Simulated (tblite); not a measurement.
Compound: C3H10O3SSi.
SMILES with atom numbers: `[CH3:1][S:2](=[O:3])(=[O:4])[O:5][CH2:6][CH2:7][SiH3:8]` (hydrogens: H9, H10, H11 on C1; H12, H13 on C6; H14, H15 on C7; H16, H17, H18 on Si8)

Computed with GFN2-xTB (tblite), gas phase: L-BFGS steps from a force-field or distance-geometry start until the largest atomic force falls under 0.01 eV/Å.

Step 24: E = -780.7762 eV
```
atom  x, y, z in Å  |  force x, y, z in eV/Å
C1     -2.5161    0.3469    0.9579   -0.005  -0.020   0.040
S2     -2.1848   -0.4891   -0.6067    0.177  -0.029  -0.030
O3     -3.0981   -1.5593   -0.8037   -0.085  -0.067   0.034
O4     -2.0394    0.4976   -1.6309   -0.095   0.087  -0.065
O5     -0.7461   -1.1377   -0.3077   -0.085  -0.004  -0.063
C6      0.2674   -0.1523   -0.1944   -0.015   0.025   0.044
C7      1.6506   -0.6736   -0.5184   -0.065  -0.077  -0.008
Si8     2.9259    0.5883    0.1176    0.004  -0.087   0.008
H9     -1.7011    1.0358    1.1330   -0.091   0.050   0.012
H10    -2.5474   -0.4228    1.7151   -0.074   0.002   0.046
H11    -3.4527    0.8843    0.8931   -0.002  -0.100  -0.055
H12    -0.0037    0.6596   -0.8744    0.071   0.099   0.043
H13     0.2445    0.2116    0.8388    0.090   0.071   0.060
H14     1.7819   -1.6381   -0.0304    0.031  -0.027   0.033
H15     1.7267   -0.8530   -1.5887    0.039   0.014  -0.024
H16     4.2259    0.3347   -0.4916    0.043  -0.018  -0.026
H17     2.4496    1.9345   -0.1956    0.039   0.051  -0.023
H18     3.0084    0.4388    1.5755    0.023   0.030  -0.025
```

Step 25: E = -780.7809 eV
```
atom  x, y, z in Å  |  force x, y, z in eV/Å
C1     -2.5228    0.3435    0.9557   -0.030   0.009   0.069
S2     -2.1823   -0.4893   -0.6083    0.202  -0.024   0.063
O3     -3.0922   -1.5629   -0.8056   -0.054  -0.031   0.002
O4     -2.0345    0.5027   -1.6271   -0.103   0.049  -0.093
O5     -0.7420   -1.1323   -0.2986   -0.136  -0.039  -0.072
C6      0.2710   -0.1468   -0.1874   -0.042  -0.006   0.018
C7      1.6514   -0.6719   -0.5194   -0.075  -0.051   0.015
Si8     2.9295    0.5853    0.1133    0.025  -0.081   0.039
H9     -1.7213    1.0477    1.1363   -0.071  -0.003   0.005
H10    -2.5544   -0.4265    1.7129   -0.040   0.010   0.043
H11    -3.4642    0.8712    0.8902   -0.041  -0.090  -0.074
H12    -0.0070    0.6594   -0.8706    0.102   0.139   0.044
H13     0.2485    0.2212    0.8453    0.103   0.051   0.027
H14     1.7873   -1.6352   -0.0288    0.006  -0.018  -0.012
H15     1.7246   -0.8456   -1.5916    0.022  -0.013   0.015
H16     4.2254    0.3198   -0.4963    0.074  -0.015  -0.037
H17     2.4610    1.9321   -0.2028    0.034   0.074  -0.024
H18     3.0133    0.4342    1.5712    0.023   0.038  -0.028
```

Step 26: E = -780.7857 eV
```
atom  x, y, z in Å  |  force x, y, z in eV/Å
C1     -2.5299    0.3405    0.9548   -0.051   0.022   0.068
S2     -2.1777   -0.4896   -0.6098    0.114   0.001   0.119
O3     -3.0851   -1.5671   -0.8060    0.002   0.031  -0.023
O4     -2.0339    0.5089   -1.6241   -0.089  -0.022  -0.079
O5     -0.7386   -1.1274   -0.2931   -0.126  -0.039  -0.063
C6      0.2740   -0.1412   -0.1805   -0.050  -0.032  -0.013
C7      1.6512   -0.6713   -0.5201   -0.048  -0.008   0.036
Si8     2.9333    0.5810    0.1091    0.049  -0.039   0.039
H9     -1.7437    1.0611    1.1412   -0.049  -0.056   0.003
H10    -2.5631   -0.4302    1.7116   -0.001   0.023   0.040
H11    -3.4770    0.8562    0.8850   -0.072  -0.082  -0.090
H12    -0.0070    0.6628   -0.8654    0.119   0.149   0.056
H13     0.2540    0.2303    0.8527    0.095   0.013  -0.020
H14     1.7941   -1.6325   -0.0262   -0.034  -0.014  -0.056
H15     1.7244   -0.8388   -1.5941   -0.007  -0.044   0.057
H16     4.2259    0.3040   -0.5018    0.083  -0.009  -0.037
H17     2.4719    1.9302   -0.2114    0.042   0.058  -0.016
H18     3.0184    0.4294    1.5665    0.024   0.046  -0.022
```

Step 27: E = -780.7902 eV
```
atom  x, y, z in Å  |  force x, y, z in eV/Å
C1     -2.5367    0.3387    0.9556   -0.064   0.014   0.037
S2     -2.1725   -0.4891   -0.6098   -0.040   0.034   0.120
O3     -3.0777   -1.5703   -0.8051    0.042   0.077  -0.033
O4     -2.0378    0.5142   -1.6223   -0.055  -0.083  -0.039
O5     -0.7366   -1.1234   -0.2925   -0.060  -0.011  -0.035
C6      0.2760   -0.1369   -0.1753   -0.032  -0.038  -0.039
C7      1.6504   -0.6712   -0.5199   -0.001   0.034   0.047
Si8     2.9371    0.5768    0.1057    0.069   0.017   0.013
H9     -1.7644    1.0730    1.1470   -0.026  -0.086   0.007
H10    -2.5717   -0.4329    1.7115    0.029   0.034   0.042
H11    -3.4895    0.8418    0.8778   -0.091  -0.073  -0.095
H12    -0.0030    0.6697   -0.8592    0.115   0.127   0.068
H13     0.2600    0.2365    0.8587    0.069  -0.030  -0.058
H14     1.8007   -1.6304   -0.0239   -0.073  -0.020  -0.083
H15     1.7256   -0.8343   -1.5950   -0.037  -0.066   0.081
H16     4.2275    0.2900   -0.5075    0.071  -0.001  -0.027
H17     2.4808    1.9289   -0.2198    0.058   0.020  -0.001
H18     3.0228    0.4254    1.5622    0.026   0.051  -0.006
```

**Question.** Estimate the geometry and energy of step 28. (The exact step hangs on the optimiser's Hessian estimate; all steps are aligned on step 27, rigid shifts and turns removed.)

**Answer.** E = -780.7949 eV, largest force 0.207 eV/Å
```
atom  x, y, z in Å  |  force x, y, z in eV/Å
C1     -2.5456    0.3368    0.9573   -0.072  -0.001  -0.005
S2     -2.1676   -0.4878   -0.6079   -0.191   0.054   0.059
O3     -3.0699   -1.5721   -0.8060    0.061   0.098  -0.023
O4     -2.0411    0.5175   -1.6211   -0.017  -0.126   0.023
O5     -0.7354   -1.1200   -0.2901    0.028   0.051  -0.002
C6      0.2772   -0.1328   -0.1700    0.002  -0.019  -0.051
C7      1.6491   -0.6703   -0.5190    0.050   0.063   0.041
Si8     2.9428    0.5726    0.1022    0.080   0.066  -0.027
H9     -1.7867    1.0834    1.1523   -0.007  -0.094   0.016
H10    -2.5797   -0.4355    1.7124    0.047   0.041   0.046
H11    -3.5051    0.8249    0.8687   -0.096  -0.061  -0.088
H12     0.0024    0.6790   -0.8517    0.096   0.075   0.081
H13     0.2682    0.2439    0.8643    0.028  -0.078  -0.084
H14     1.8055   -1.6287   -0.0239   -0.105  -0.030  -0.087
H15     1.7251   -0.8302   -1.5945   -0.059  -0.078   0.086
H16     4.2309    0.2749   -0.5139    0.048   0.008  -0.013
H17     2.4926    1.9283   -0.2284    0.075  -0.024   0.012
H18     3.0285    0.4226    1.5575    0.031   0.054   0.015
```

The energy changes by -0.0048 eV. The first-order estimate −F·Δx gives -0.0063 eV and the mean of the old and new forces, exact on a quadratic surface, -0.0048 eV. The step makes an angle of 73° with the force vector and moves no atom by more than 0.025 Å.

The cost below is that of the whole relaxation. The run took 2.7 s wall on Arm Neoverse N1, one thread, shared host with 64 logical CPUs at a one-minute load of 58.
